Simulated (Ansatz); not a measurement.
Reaction (formal exchange of groups at the Si–C bond): `C/N=C\[SiH2]S` + `OC1(F)BC1` → `FC1([SiH2]S)BC1` + `C/N=C/O`

Calculated with Ansatz (gas phase, PBE0-D4/def2-TZVP geometries, no zero-point term in ΔE). CCSD(T)/CBS adds triple-zeta CCSD(T) − MP2 to the extrapolated MP2 energy (def2 sets, frozen cores). Double bonds are as drawn, so ΔE can hold a change between cis and trans. Functionals use def2-TZVPP. Each species was taken in one conformer, which may not be the lowest.

```json
{"level": "PBE0-D4", "ΔE (kJ/mol)": "-69.0"}
{"level": "ωB97X-V", "ΔE (kJ/mol)": "-67.5"}
{"level": "HF/def2-TZVPP", "ΔE (kJ/mol)": "-65.6"}
{"level": "SCS-MP2/def2-TZVPP", "ΔE (kJ/mol)": "-67.7"}
{"level": "CCSD/def2-TZVPP", "ΔE (kJ/mol)": "-63.9"}
{"level": "CCSD(T)/def2-TZVPP", "ΔE (kJ/mol)": "-64.5"}
{"level": "HF/def2-QZVPP", "ΔE (kJ/mol)": "-65.9"}
{"level": "MP2/CBS(def2)", "ΔE (kJ/mol)": "-71.9"}
```

(1) What does CCSD(T)/CBS give? (Best estimate.)

Largest T1 diagnostic among the species: 0.013.

Answers

(1) Computed: -65.2 kJ/mol. The listed levels differ from it by -3.8, -2.3, -0.4, -2.5, 1.3, 0.7, -0.7, -6.7 kJ/mol.
